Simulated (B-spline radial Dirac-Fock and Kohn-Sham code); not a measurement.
**Cd: non-radiative channels of the N2 vacancy**

System: atomic cadmium in the configuration 1s2 2s2 2p6 3s2 3p6 3d10 4s2 4p6 4d10 5s2.

These are calculated numbers from an atomic code on a B-spline grid; the model is one-electron (LDA, Dirac) transition rates at Dirac-Fock energies. Kinetic energies are configuration averages from the vacuum level; the two-hole energies are estimated from single-hole states.

| transition | kinetic energy (eV) | width (meV) | share (%) |
| --- | --- | --- | --- |
| N2-N4N4 | 37.16 | 2800 | 16.0 |
| N2-N4N5 | 37.65 | 13900 | 79.6 |
| N2-N5N5 | 38.51 | 492 | 2.8 |
| N2-N4O1 | 51.00 | 255 | 1.5 |

Coster-Kronig rates are the weakest part of this model and often come out 1.5 to 2.5 times too large. Super-Coster-Kronig decay this fast strains the one-particle picture, and such widths tend to come out too large. The listed channels hold 100 % of the non-radiative rate. Summed by principal shells, of 17.5 eV in all: NNN 98.4 %, NNO 1.6 %.
